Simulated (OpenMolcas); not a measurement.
**Ag3+: moving the ligands**

Ag3+ with 6 ligands (oxide) in octahedral coordination (Oh) at 2.13 Å. A charge of +1.5 e stands 2.6 Å behind each ligand. Ligand basis ANO-RCC-VDZP.

```json
{
 "Program": "OpenMolcas 26.06",
 "Method": "CASSCF",
 "Basis": "ANO-RCC-VTZP [7s6p4d2f1g]",
 "Scalar Hamiltonian": "DKH2, point nucleus",
 "Active space": "8 electrons in 5 orbitals (4d)",
 "State averaging": "2S+1 = 3 even, 10 roots; 2S+1 = 1 even, 15 roots",
 "Spin-orbit coupling": "RASSI with atomic mean-field integrals over the reference wave functions"
}
```

Runs around this geometry, states (labels of O, the rotations of Oh). Energies in cm-1 above the lowest state or level, χT in cm3 K/mol; 10Dq and B are least-squares fits to the states below 45000 cm-1, weighted by degeneracy, with a free offset, and given where the rms deviation is under 5 % of |10Dq| (or 100 cm-1) and under 700 cm-1.

| R (Å) | Ground state | First state of that spin | 10Dq | B (rms of fit) | First gap with spin-orbit (degeneracies) | χT at 300 K | First state of another spin |
| --- | --- | --- | --- | --- | --- | --- | --- |
| 2.06 | 3A2 | 3T2 15336 | 15962 | 802 (233) | 9998 (3, 2) | 1.294 | 1E 10471 |
| 2.13 | 3A2 | 3T2 13388 |  |  | 9768 (3, 2) | 1.338 | 1E 10499 |
| 2.2 | 3A2 | 3T2 11706 |  |  | 9234 (3, 2) | 1.379 | 1E 10351 |

Taking the first state of the same spin as R^-n, n = -ln(11706 / 15336) / ln(2.2 / 2.06) = 4.1 between the shortest and longest distance.

Without dynamic correlation the repulsion within the d shell is too large (B by tens of per cent), so at a given field states of lower spin stand too high. Real 4d8 and 5d8 ions are as a rule square planar and diamagnetic. The least metal-like active orbital is 73 % on the metal (Löwdin) and no ligand orbital is active, so the numbers are rough. The oxide ions are held by bare point charges, a crude embedding. With metal d orbitals alone the field can be off either way by tens of per cent. Ligand-to-metal charge-transfer states are missing. With no ligand orbital active B as a rule stays too high, so bands that hang on it stand too high and its fall with covalency is understated. No measured value stands beside these numbers; the geometry was imposed, not optimised, and the real ion may take another.
